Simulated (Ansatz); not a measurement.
The same ligand exchange along the group B, Al, Ga, In.

Calculated with Ansatz (gas phase, PBE0-D4/def2-TZVP geometries, no zero-point term in ΔE). CCSD(T)/CBS is the MP2 limit (def2-TZVPP, def2-QZVPP) plus CCSD(T) − MP2 in def2-TZVPP, frozen cores. This one scheme is used for every species. DFT in def2-TZVPP. def2 core potentials past Kr. For Br, Ga, In outer-core shells are correlated without core-valence functions, which leaves a few kJ/mol of doubt a bond. Scalar relativity is left out up to krypton.

```csv
reaction,B97M-V (eV),HF/CBS(def2) (eV),B2PLYP (eV),MP2/CBS(def2) (eV)
`FB(Br)Br` + H–F → `FB(F)Br` + HBr,-0.86,-1.02,-0.81,-0.60
`[F][Al]([Br])[Br]` + H–F → `[F][Al]([F])[Br]` + HBr,-0.29,-0.29,-0.28,-0.14
`[F][Ga]([Br])[Br]` + H–F → `[F][Ga]([F])[Br]` + HBr,0.41,0.43,0.44,0.60
`[F][In]([Br])[Br]` + H–F → `[F][In]([F])[Br]` + HBr,0.74,0.89,0.82,0.97
```

Task: Give the CCSD(T)/CBS values in the same order. (An estimate is asked.)

Result: Computed: -0.69, -0.19, 0.55, 0.90 eV.

Largest T1 diagnostic: 0.014, for `[F][In]([F])[Br]`.
